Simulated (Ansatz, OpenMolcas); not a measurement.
**CH6GeSi (SMILES [CH2]1[SiH2][GeH2]1): methods side by side**

CH6GeSi: 9 atoms, total charge 0, spin state singlet. SMILES: `[CH2]1[SiH2][GeH2]1`. Geometry: relaxed at PBE0-D4/def2-TZVP.

Each level gives the vertical energy of the triplet above the singlet (eV). The values are calculated.

```json
{"level": "BLYP/cc-pVDZ", "kind": "GGA", "program": "OpenMolcas", "value (eV)": "4.17", "less CCSD(T)/cc-pVDZ": "-0.29", "CPU time (all runs)": "2.4 min"}
{"level": "TPSS/cc-pVDZ", "kind": "meta-GGA", "program": "OpenMolcas", "value (eV)": "4.22", "less CCSD(T)/cc-pVDZ": "-0.24", "CPU time (all runs)": "3.9 min"}
{"level": "B3LYP/cc-pVDZ", "kind": "global hybrid", "program": "Ansatz", "value (eV)": "4.25", "less CCSD(T)/cc-pVDZ": "-0.21", "CPU time (all runs)": "27 s"}
{"level": "r2SCAN0/cc-pVDZ", "kind": "hybrid meta-GGA", "program": "Ansatz", "value (eV)": "4.15", "less CCSD(T)/cc-pVDZ": "-0.31", "CPU time (all runs)": "69 s"}
{"level": "wB97X/cc-pVDZ", "kind": "range-separated hybrid", "program": "Ansatz", "value (eV)": "4.48", "less CCSD(T)/cc-pVDZ": "+0.02", "CPU time (all runs)": "1.9 min"}
{"level": "B2PLYP/cc-pVDZ", "kind": "double hybrid", "program": "Ansatz", "value (eV)": "4.37", "less CCSD(T)/cc-pVDZ": "-0.09", "CPU time (all runs)": "41 s"}
{"level": "RPA@PBE/cc-pVDZ", "kind": "RPA", "program": "Ansatz", "value (eV)": "4.41", "less CCSD(T)/cc-pVDZ": "-0.05", "CPU time (all runs)": "42 s"}
{"level": "MP2/cc-pVDZ", "kind": "perturbation theory", "program": "Ansatz", "value (eV)": "4.48", "less CCSD(T)/cc-pVDZ": "+0.02", "CPU time (all runs)": "14 s"}
{"level": "CCSD(T)/cc-pVDZ", "kind": "coupled cluster or CI", "program": "Ansatz", "value (eV)": "4.46", "less CCSD(T)/cc-pVDZ": "0.00", "CPU time (all runs)": "1.9 min"}
```

Differences are taken from CCSD(T)/cc-pVDZ for orientation; it has basis-set and higher-order errors of its own. All-electron rows without a relativistic Hamiltonian named are non-relativistic. The values span 4.15 to 4.48 eV. In the correlated wave-function rows the outer d shell of Ge is correlated, in sets not made for it. CPU times are rough (shared hosts, several kinds of processor and program).
